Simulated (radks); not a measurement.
The numbers below are computed, except where a source is named.
Task: Species: the cobalt ion Co2+. Configuration: [Ar] 3d7 (the NIST ground configuration). Code: a radial shooting solver on a logarithmic mesh with Libxc functionals. Model: scalar-relativistic Kohn-Sham, PBE, spin-polarised, spherical densities, finite nucleus; open shells are filled with parallel spins first; Fermi nuclear charge, rms radius 3.7875 fm. Some entries of the table are withheld. Estimate them.

orbital  occ.  eigenvalue (eV)  <1/r> (bohr^-1)  r(max) (bohr)
1s down     1        -7611.996            27.03        0.03678
1s up       1        -7611.988            27.03        0.03678
2s up       1        -918.1968            5.811         0.2131
2s down     1        -916.6544            5.818         0.2130
2p up       3        -788.9955            5.703         0.1720
2p down     3        -787.8331            5.709         0.1719
3s up       1        -122.8363            1.833         0.6688
3s down     1        -119.4867            1.827         0.6695
3p up       3         -86.0669              (1)         0.6786
3p down     3         -82.7815              (2)         0.6798
3d up       5         -28.3075            1.322            (3)
3d down     2         -25.2908            1.293            (4)
4s up       0         -21.3533           0.5439            (5)
4s down     0         -20.3431           0.5290            (6)
4p up       0         -14.9739           0.4489          2.477
4p down     0         -14.2364           0.4345          2.540

Result: 
(1) 3p up <1/r> (bohr^-1): 1.689
(2) 3p down <1/r> (bohr^-1): 1.681
(3) 3d up r(max) (bohr): 0.6665
(4) 3d down r(max) (bohr): 0.6728
(5) 4s up r(max) (bohr): 2.078
(6) 4s down r(max) (bohr): 2.123
